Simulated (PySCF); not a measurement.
C2H7ClSi.

```xyz
11

Si     0.5147     0.7915    -0.1763
Cl     1.2722    -1.0523     0.4531
C     -1.2360     0.5464    -0.8115
C     -2.2051    -0.0517     0.2161
H      0.5420     1.7102     0.9955
H      1.4094     1.3144    -1.2446
H     -1.5923     1.5331    -1.1618
H     -1.1779    -0.0924    -1.7102
H     -2.3063     0.5981     1.1007
H     -3.2112    -0.1904    -0.2105
H     -1.8505    -1.0332     0.5674
```

The structure is a stationary point at B3LYP-D3(BJ)/def2-SVP. Other conformers were not sampled.

The numbers are results of PBE0/pcSseg-1 in PySCF, not measurements. Non-relativistic, no solvent.

Computed absolute GIAO shielding of each atom: isotropic value and principal components (ppm):
| atom | σ(iso) | σ11 | σ22 | σ33 | span |
|---|---|---|---|---|---|
| Si1 | 349.5 | 292.0 | 356.0 | 400.4 | 108.4 |
| Cl2 | 1009.0 | 955.1 | 1033.6 | 1038.4 | 83.4 |
| C3 | 173.1 | 165.4 | 174.0 | 180.0 | 14.6 |
| C4 | 175.4 | 166.9 | 173.5 | 185.8 | 19.0 |
| H5 | 26.3 | 22.4 | 24.8 | 31.7 | 9.3 |
| H6 | 26.2 | 22.1 | 24.7 | 31.8 | 9.7 |
| H7 | 30.7 | 25.8 | 28.5 | 37.7 | 11.9 |
| H8 | 30.3 | 26.3 | 28.3 | 36.3 | 10.0 |
| H9 | 30.4 | 26.1 | 28.1 | 36.9 | 10.8 |
| H10 | 29.9 | 24.8 | 27.3 | 37.6 | 12.8 |
| H11 | 29.9 | 24.6 | 30.2 | 35.0 | 10.4 |
